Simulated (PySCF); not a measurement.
**C5H8FO2: g tensor and hyperfine couplings**

Compound: C5H8FO2 (doublet state).
Cartesian coordinates in Å at the GFN2-xTB level; atoms count from 1:
```
atom  x, y, z in Å
C1     2.3970    0.3952   -0.0719
C2     1.5918   -0.7620    0.5081
O3     0.3903   -0.9904   -0.2087
C4    -0.5605   -0.0353   -0.0811
O5    -0.7273    0.6729    1.1268
C6    -2.1500    0.6244    0.9860
C7    -2.0333   -0.3008   -0.2307
F8    -2.6236    0.1673   -1.3785
H9     2.6055    0.2165   -1.1237
H10    1.8335    1.3198    0.0236
H11    3.3350    0.4942    0.4667
H12    1.3542   -0.5617    1.5596
H13    2.1435   -1.7012    0.4259
H14   -2.5671    1.6066    0.7569
H15   -2.6208    0.1987    1.8722
H16   -2.3757   -1.3352   -0.1076
```

The hyperfine couplings belong to this conformer and change with its torsions.

Identity: `CCO[C]1OC[C@H]1F` [radical].

Method: UKS B3LYP, pcH-1 on C F H O, non-relativistic, mean-field spin-orbit, GIAO (PySCF). The structure is a single GFN2-xTB conformer in the gas phase; no vibrational or solvent corrections. The geometry wasn't refined by DFT: couplings that depend on bond lengths, twists or pyramidal angles can differ widely from those at the functional's own minimum. Stability of the SCF solution: not tested.

```
g1, g2, g3        : 2.00191, 2.00374, 2.00457
g_iso             : 2.00341
Form of g         : rhombic: the two nearest values differ by 31 % of g3 − g1
⟨S²⟩              : 0.7531 (exact 0.7500)
α and β electrons : 32, 31
Total energy      : -445.55973 Eh
```

Hyperfine couplings atom by atom, in MHz; T1 to T3 are the principal values of the dipolar part; ρ(0) is the spin density at the nucleus:

| atom | isotope | a_iso | T1 | T2 | T3 | Mulliken spin population | ρ(0) (bohr⁻³) |
| --- | --- | --- | --- | --- | --- | --- | --- |
| C1 | 13C | 2.2 | -1.9 | -0.1 | 2.0 | 0.01 | 0.0020 |
| C2 | 13C | -2.2 | -1.3 | -0.8 | 2.2 | 0.00 | -0.0020 |
| O3 | 17O | -27.6 | -59.0 | 28.1 | 30.9 | 0.11 | 0.0456 |
| C4 | 13C | 313.8 | -67.1 | -65.0 | 132.1 | 0.73 | 0.2791 |
| O5 | 17O | -34.9 | -55.8 | 26.6 | 29.2 | 0.11 | 0.0575 |
| C6 | 13C | -2.3 | -1.8 | -1.5 | 3.2 | 0.00 | -0.0020 |
| C7 | 13C | -5.7 | -7.4 | -5.8 | 13.2 | 0.00 | -0.0051 |
| F8 | 19F | 158.6 | -29.0 | -23.0 | 52.0 | 0.01 | 0.0377 |
| H9 | 1H | -0.8 | -2.1 | -1.9 | 4.0 | 0.00 | -0.0002 |
| H10 | 1H | 0.8 | -4.2 | -3.0 | 7.2 | 0.00 | 0.0002 |
| H11 | 1H | -2.3 | -1.7 | -1.3 | 3.0 | 0.00 | -0.0005 |
| H12 | 1H | 8.5 | -3.7 | -2.5 | 6.2 | 0.00 | 0.0019 |
| H13 | 1H | 0.9 | -2.7 | -2.6 | 5.3 | 0.00 | 0.0002 |
| H14 | 1H | -4.6 | -3.5 | -2.7 | 6.3 | 0.00 | -0.0010 |
| H15 | 1H | 3.6 | -2.8 | -2.5 | 5.4 | 0.00 | 0.0008 |
| H16 | 1H | 32.0 | -5.7 | -2.3 | 8.0 | 0.03 | 0.0072 |

The Mulliken spin populations are largest on C4 (+0.73), O3 (+0.11) and O5 (+0.11). No atom but C4 exceeds +0.15. The angles at C4 add up to 338.2°, so it is pyramidal.

Under fast tumbling the dipolar parts average out, and these isotropic splittings remain: 1 × 19F (F8, I = 1/2, 2 lines) with 5.65 mT, 1 × 1H (H16, I = 1/2, 2 lines) with 1.14 mT, 1 × 1H (H12, I = 1/2, 2 lines) with 0.30 mT, 1 × 1H (H14, I = 1/2, 2 lines) with 0.17 mT, 1 × 1H (H15, I = 1/2, 2 lines) with 0.13 mT and 1 × 1H (H13, I = 1/2, 2 lines) with 0.03 mT.

The 13C coupling of C4 (313.8 MHz) shows only in satellite lines or after enrichment, since that isotope makes up about 1.07 % of natural carbon.

The 17O coupling of O5 (-34.9 MHz) shows only in satellite lines or after enrichment, since that isotope makes up about 0.038 % of natural oxygen.

Time: 76 s (with the writing of density and orbital grids); peak memory 0.98 GiB. Hardware: Arm Neoverse V1, one thread, no GPU, shared host with 64 logical CPUs at a one-minute load of 29.
